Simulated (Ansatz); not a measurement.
H$_{2}$I$_{2}$O$_{2}$Ti (`[OH][Ti]([OH])([I])[I]`) at its PBE0-D4/def2-TZVP geometry, where that method's forces vanish. The species carries charge 0 and has multiplicity 1. I: def2 effective core potential.

```json
{"atom": "O1", "x (Å)": "0.723", "y (Å)": "-1.281", "z (Å)": "0.312"}
{"atom": "Ti2", "x (Å)": "0.044", "y (Å)": "0.279", "z (Å)": "-0.111"}
{"atom": "O3", "x (Å)": "-1.683", "y (Å)": "0.309", "z (Å)": "0.249"}
{"atom": "I4", "x (Å)": "1.262", "y (Å)": "2.103", "z (Å)": "1.234"}
{"atom": "I5", "x (Å)": "0.432", "y (Å)": "0.697", "z (Å)": "-2.620"}
{"atom": "H6", "x (Å)": "1.534", "y (Å)": "-1.790", "z (Å)": "0.323"}
{"atom": "H7", "x (Å)": "-2.312", "y (Å)": "-0.316", "z (Å)": "0.613"}
```

(1) For each bond, give half the difference of the two atoms' forces along it (eV/Å; positive pushes the atoms apart) under PBE-D4, r2SCAN-D4, B3LYP-D4, ωB97M-V in def2-TZVPP. (Estimate.)

Answers

(1) Computed: 
```json
{"bond": "O1–Ti2", "length (Å)": "1.754", "PBE-D4": "0.31", "r2SCAN-D4": "0.29", "B3LYP-D4": "0.29", "ωB97M-V": "0.01"}
{"bond": "O1–H6", "length (Å)": "0.958", "PBE-D4": "0.18", "r2SCAN-D4": "-0.10", "B3LYP-D4": "-0.15", "ωB97M-V": "0.00"}
{"bond": "Ti2–O3", "length (Å)": "1.764", "PBE-D4": "0.35", "r2SCAN-D4": "0.30", "B3LYP-D4": "0.28", "ωB97M-V": "0.00"}
{"bond": "Ti2–I4", "length (Å)": "2.573", "PBE-D4": "-0.05", "r2SCAN-D4": "-0.04", "B3LYP-D4": "0.02", "ωB97M-V": "-0.02"}
{"bond": "Ti2–I5", "length (Å)": "2.573", "PBE-D4": "-0.05", "r2SCAN-D4": "-0.04", "B3LYP-D4": "0.02", "ωB97M-V": "-0.02"}
{"bond": "O3–H7", "length (Å)": "0.959", "PBE-D4": "0.22", "r2SCAN-D4": "-0.09", "B3LYP-D4": "-0.12", "ωB97M-V": "-0.01"}
```

B3LYP here is the variant with VWN-RPA as its local correlation; programs differ in this.
